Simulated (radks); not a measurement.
Ionisation of neutral manganese, [Ar] 3d5 4s2, to [Ar] 3d5 4s1 as the strength of local exchange is varied. All-electron calculation, scalar-relativistic Kohn-Sham, Slater X-alpha exchange (alpha = 2/3 is LDA exchange), no correlation, spin-polarised, spherical densities, finite nucleus; open shells are filled with parallel spins first; Fermi nuclear charge, rms radius 3.7057 fm. Program: a radial shooting solver on a logarithmic mesh with Libxc functionals.

alpha  E(Mn) (hartree)  exchange (hartree)  IE (eV)  -e of the level emptied (eV)  <r> of it (bohr)
0.658      -1153.65502           -47.21260    6.026                    3.484 (4s)             3.451
0.667      -1154.30136           -47.88586    6.062                    3.525 (4s)             3.444
0.893      -1170.65265           -65.02929    7.032                    4.641 (4s)             3.278
1.004      -1178.76842           -73.61512    7.556                    5.248 (4s)             3.198
1.014      -1179.50230           -74.39395    7.605                    5.305 (4s)             3.191

NIST Atomic Spectra Database: 7.434 eV (measured). The Delta-SCF value meets it near alpha = 0.98. Open shells are spherical and high-spin; term and fine-structure splittings are not resolved.
